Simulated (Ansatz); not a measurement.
System: sum formula BN₂H₅, net charge 0, singlet state. 
Coordinates optimised at B3LYP-D3(BJ)/def2-TZVP (Ansatz, a program for electronic structure):
```xyz
8

B     -0.0373    -0.2294     0.4415
N     -1.2201     0.2041    -0.1962
N      1.2464    -0.0420    -0.1157
H     -0.1267    -0.7790     1.4993
H     -1.2476     0.6744    -1.0851
H     -2.1264     0.0644     0.2112
H      1.4236     0.4079    -0.9979
H      2.0791    -0.3552     0.3484
```

Computed values are from Ansatz. Valence correlation only, unless marked. Open shells are spin-unrestricted. No spin-orbit coupling. No relativistic terms. CBS marks a two-point X^-3 extrapolation of the correlation energy; Hartree-Fock from the larger set.

Problem. What is the atomisation energy De at CCSD(T)/CBS(cc-pVTZ,cc-pVQZ)?

Solution. 2946.5 kJ/mol.

Problem. What is the T1 diagnostic at CCSD/cc-pVQZ?

Solution. 0.010.

Problem. What is the total energy at CCSD(T)/CBS(cc-pVTZ,cc-pVQZ)?

Solution. -137.2842 Eh.

Problem. What is the dipole moment at CCSD(T)/aug-cc-pVDZ?

Solution. 1.31 D.
